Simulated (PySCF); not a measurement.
These are TPSSh-D3(BJ)/def2-TZVP // BP86-D3(BJ)/def2-SVP (PySCF 2.14.0) values and carry that method's errors. Gas-phase values, no solvent. One relaxed conformer stands for a flexible species; it need not be the lowest. 

Reference species: [Ti(F)4] (neutral, multiplicity 1).

| Item | Value |
|---|---|
| HOMO–LUMO gap | 7.65 eV |
| charge on the central atom (meta-Löwdin) | 1.66 e |

Changed species: [Ti(F)2(OH)2] (2 of 4 F replaced by OH; the reference has 0 of 4 F replaced by OH).

Problem. What does the change do to the HOMO–LUMO gap and charge on the central atom (meta-Löwdin)?

Solution. the HOMO–LUMO gap falls by 1.12 eV, to 6.53 eV; the charge on the central atom (meta-Löwdin) falls by 0.12 e, to 1.54 e.
